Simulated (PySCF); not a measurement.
Spectra and structures to be paired. Theory: TDDFT CAM-B3LYP/def2-SVPD, vertical, gas phase, core orbitals frozen in the response in PySCF. Geometries: GFN2-xTB; one conformer of each isolated species. Triplets are in the Tamm–Dancoff approximation. Ions are computed without counter-ions or solvent.

A. `C=CC[Si@@H](O)NC`
B. `C1CCCNCC1`
C. `C1CCC1[C@H](N)C`
D. `C1=CP1C1CC1`
E. `Cc1c[s+]cc(F)c1`

Lowest singlet levels (six at most, fewer where fewer were computed) with oscillator strengths:

1. 274 nm (f 0.071); 239 nm (f 0.061); 208 nm (f 0.006); 186 nm (f 0.375); 183 nm (f 0.308); 182 nm (f 0.030); T1 3.04 eV
2. 238 nm (f 0.003); 224 nm (f 0.005); 213 nm (f 0.020); 187 nm (f 0.010); 183 nm (f 0.008); 175 nm (f 0.016); T1 4.01 eV
3. 206 nm (f 0.001); 176 nm (f 0.045); 174 nm (f 0.099); 169 nm (f 0.001); 156 nm (f 0.003); 154 nm (f 0.003); T1 5.77 eV
4. 201 nm (f 0.001); 184 nm (f 0.192); 182 nm (f 0.141); 179 nm (f 0.023); 175 nm (f 0.027); 168 nm (f 0.027); T1 4.35 eV
5. 194 nm (f 0.030); 173 nm (f 0.007); 163 nm (f 0.001); 159 nm (f 0.006); 150 nm (f 0.025); 149 nm (f 0.017); T1 6.08 eV

Question: Which spectrum belongs to which structure?

Answer: 1 = E, 2 = D, 3 = B, 4 = A, 5 = C.
- A: S1 at 6.17 eV, HOMO→LUMO (68%), HOMO→LUMO+2 (13%); Löwdin shares by element: HOMO nitrogen 50%, carbon 10% or more, silicon 10%, hydrogen 6% or more (atoms not listed hold the other 24%); LUMO carbon 22% or more, silicon 19%, hydrogen 9% or more (atoms not listed hold the other 50%); HOMO -8.25 and LUMO 1.11 eV.
- B: S1 at 6.01 eV, HOMO→LUMO (77%), HOMO→LUMO+2 (13%); Löwdin shares by element: HOMO nitrogen 57%, carbon 18% or more, hydrogen 5% or more (atoms not listed hold the other 21%); LUMO carbon 23% or more, hydrogen 21% or more (atoms not listed hold the other 56%); HOMO -7.81 and LUMO 1.40 eV.
- C: S1 at 6.38 eV, HOMO→LUMO (69%), HOMO→LUMO+3 (13%), HOMO→LUMO+1 (10%); Löwdin shares by element: HOMO nitrogen 59%, carbon 20% or more, hydrogen 6% or more (atoms not listed hold the other 15%); LUMO hydrogen 23% or more, carbon 20% or more (atoms not listed hold the other 58%); HOMO -8.25 and LUMO 1.42 eV.
- D: S1 at 5.21 eV, HOMO→LUMO (92%); Löwdin shares by element: HOMO carbon 47% or more, phosphorus 44%; LUMO carbon 71% or more, phosphorus 8%, hydrogen 7% or more; HOMO -7.94 and LUMO 0.79 eV.
- E: S1 at 4.53 eV, HOMO→LUMO (92%); Löwdin shares by element: HOMO carbon 72% or more (atoms not listed hold the other 28%); LUMO carbon 55% or more, sulfur 26% (atoms not listed hold the other 19%); HOMO -14.45 and LUMO -7.01 eV.
